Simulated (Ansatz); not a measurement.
`C[O][In]([SH])[SH]` and `[NH2][In]([SH])[SH]` differ in one atom or group.

Ansatz, PBE0-D4/def2-TZVP geometries, multiplicity 1. Each molecule was computed in one conformer, which needn't be the lowest.

Elements past krypton have def2 core potentials.

```csv
property,`C[O][In]([SH])[SH]`
size of the dipole moment (ωB97M-V/def2-TZVPP) / D,1.19
HOMO energy (PBE/def2-TZVPP) / eV,-6.17
HOMO–LUMO gap (B3LYP/def2-TZVPP) / eV,5.34
HOMO–LUMO gap (PBE0/def2-TZVPP) / eV,5.89
size of the dipole moment (B3LYP/def2-TZVPP) / D,1.22
HOMO–LUMO gap (PBE/def2-TZVPP) / eV,3.60
```

**Question.** What does the change do to each property? (Estimate.)

**Answer.** The calculation gave: 
| property | `[NH2][In]([SH])[SH]` | shift |
| --- | --- | --- |
| size of the dipole moment (ωB97M-V/def2-TZVPP) / D | 1.02 | -0.17 |
| HOMO energy (PBE/def2-TZVPP) / eV | -6.02 | 0.15 |
| HOMO–LUMO gap (B3LYP/def2-TZVPP) / eV | 5.45 | 0.11 |
| HOMO–LUMO gap (PBE0/def2-TZVPP) / eV | 6.01 | 0.12 |
| size of the dipole moment (B3LYP/def2-TZVPP) / D | 0.99 | -0.23 |
| HOMO–LUMO gap (PBE/def2-TZVPP) / eV | 3.82 | 0.22 |

With PBE0 the HOMO rises by 0.25 eV and the LUMO rises by 0.37 eV, so the gap widens by about 0.12 eV. PBE moves the HOMO by 0.15 eV and ωB97M-V by 0.21 eV. The zero-point energy changes by -42.5 kJ/mol with -6 modes. Dipoles are sizes alone; their direction can turn.

B3LYP here is the variant with VWN-RPA as its local correlation; programs differ in this.
